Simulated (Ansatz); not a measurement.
Start from `C=NBCCl` and change one atom or group to get `COBCCl`.

Ansatz, PBE0-D4/def2-TZVP geometries, multiplicity 1. Each molecule was computed in one conformer, which needn't be the lowest.

| property | `C=NBCCl` |
| --- | --- |
| HOMO energy (B3LYP/def2-TZVPP) / eV | -7.65 |
| HOMO energy (PBE/def2-TZVPP) / eV | -6.53 |
| HOMO–LUMO gap (ωB97M-V/def2-TZVPP) / eV | 11.30 |
| size of the dipole moment (PBE/def2-TZVPP) / D | 1.81 |
| HOMO energy (PBE0/def2-TZVPP) / eV | -7.88 |
| LUMO energy (ωB97M-V/def2-TZVPP) / eV | 1.13 |

(1) Give the same properties after the change, and the shifts. (Estimate.)

## Answers

(1) The calculation gave: 
```
                                      property  `COBCCl`  shift
           HOMO energy (B3LYP/def2-TZVPP) / eV     -7.78  -0.13
             HOMO energy (PBE/def2-TZVPP) / eV     -6.64  -0.11
       HOMO–LUMO gap (ωB97M-V/def2-TZVPP) / eV     11.71   0.41
size of the dipole moment (PBE/def2-TZVPP) / D      2.47   0.66
            HOMO energy (PBE0/def2-TZVPP) / eV     -8.03  -0.15
         LUMO energy (ωB97M-V/def2-TZVPP) / eV      1.40   0.27
```

With PBE0 the HOMO falls by 0.15 eV and the LUMO rises by 0.51 eV, so the gap widens by about 0.66 eV. PBE moves the HOMO by -0.11 eV and ωB97M-V by -0.14 eV. Dipoles are sizes alone; their direction can turn.

B3LYP here is the variant with VWN-RPA as its local correlation; programs differ in this.
